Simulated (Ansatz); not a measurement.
Ansatz (a first-principles code) input:

Ansatz 0.2 input:
```yaml
crystal:
  periodic: [false, false, false]
  atoms:
    - {symbol: C, position_ang: [-1.66400561, -0.21726526, -0.15197177]}
    - {symbol: C, position_ang: [-1.27333461, 0.88594890, 0.77678420]}
    - {symbol: C, position_ang: [0.24284290, 1.02690266, 0.54897748]}
    - {symbol: C, position_ang: [0.70539390, -0.38286138, 0.14575971]}
    - {symbol: C, position_ang: [2.06223990, -0.42940678, -0.53994758]}
    - {symbol: C, position_ang: [-0.46616797, -0.90646875, -0.71271992]}
    - {symbol: H, position_ang: [-2.68555501, -0.48047759, -0.38740938]}
    - {symbol: H, position_ang: [-1.48044933, 0.61715892, 1.82416430]}
    - {symbol: H, position_ang: [-1.81994116, 1.81723455, 0.59667501]}
    - {symbol: H, position_ang: [0.77629543, 1.41196050, 1.41927289]}
    - {symbol: H, position_ang: [0.42806668, 1.71574042, -0.28140206]}
    - {symbol: H, position_ang: [0.74828307, -0.99385122, 1.05470689]}
    - {symbol: H, position_ang: [2.85020910, -0.04288695, 0.11028864]}
    - {symbol: H, position_ang: [2.05443593, 0.17497127, -1.45109398]}
    - {symbol: H, position_ang: [2.33261673, -1.45022636, -0.81926801]}
    - {symbol: H, position_ang: [-0.30256172, -0.63196309, -1.76800273]}
    - {symbol: H, position_ang: [-0.54321095, -1.99875702, -0.69922424]}
basis:
  gaussian:
    orbitals: aug-cc-pVDZ
magnetization: {spin_polarized: true, initial_magnetization: 1}
correlation: {method: ccsd_t, electrons: outside_noble_gas}
output: {forces: true}
```

**Question.** What final total energy does it print?

**Answer.** -234.56179 Eh (CCSD(T)/aug-cc-pVDZ). The basis has 237 functions.

It need not be the lowest isomer of its formula.
